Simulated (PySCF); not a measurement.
Ge(OMe)3(SMe), SMILES [O](C)[Ge]([S]C)([O]C)[O]C (C4H12GeO3S), singlet, GFN2-xTB optimised geometry.

```
21

C     -1.78    -0.86     2.62
O     -1.53    -1.42     1.35
Ge    -0.71    -0.63     0.00
O     -1.17    -1.60    -1.41
C     -2.48    -2.07    -1.68
O     -1.40     1.02     0.00
C     -0.95     2.11    -0.78
S      1.51    -0.63     0.00
C      1.82    -2.40    -0.27
H     -2.49    -1.52     3.12
H     -2.21     0.14     2.54
H     -0.86    -0.80     3.21
H     -3.14    -1.25    -1.97
H     -2.90    -2.58    -0.81
H     -2.39    -2.77    -2.51
H      0.11     2.30    -0.62
H     -1.12     1.94    -1.84
H     -1.53     2.98    -0.45
H      1.45    -2.98     0.57
H      1.35    -2.72    -1.19
H      2.90    -2.50    -0.35
```

Density from CAM-B3LYP/def2-SVP in PySCF at that geometry.

Minimum of the electron density along straight lines between bonded atoms, close to the bond critical point (lines longer than 1.1 times the sum of covalent radii, or with two minima, are not listed):

```
bond    length / Å  ρ at the minimum / e bohr⁻³  ∇²ρ there / e bohr⁻⁵  position (fraction from the first atom)
------  ----------  ---------------------------  --------------------  ---------------------------------------
C1–O2        1.417                        0.248                 -0.37                                     0.34
O2–Ge3       1.765                        0.141                  0.69                                     0.53
Ge3–O4       1.770                        0.140                  0.67                                     0.47
O4–C5        1.418                        0.248                 -0.39                                     0.66
Ge3–O6       1.779                        0.137                  0.65                                     0.47
O6–C7        1.416                        0.249                 -0.38                                     0.66
Ge3–S8       2.222                        0.104                  0.02                                     0.45
S8–C9        1.826                        0.175                 -0.30                                     0.54
C1–H10       1.091                        0.283                 -1.10                                     0.64
C1–H11       1.090                        0.284                 -1.11                                     0.64
C1–H12       1.092                        0.282                 -1.08                                     0.64
C5–H13       1.091                        0.282                 -1.08                                     0.64
C5–H14       1.090                        0.284                 -1.11                                     0.64
C5–H15       1.091                        0.283                 -1.10                                     0.64
C7–H16       1.092                        0.282                 -1.09                                     0.64
C7–H17       1.092                        0.283                 -1.09                                     0.64
C7–H18       1.091                        0.283                 -1.10                                     0.64
C9–H19       1.085                        0.282                 -1.09                                     0.64
C9–H20       1.084                        0.283                 -1.11                                     0.65
C9–H21       1.085                        0.281                 -1.08                                     0.64
```
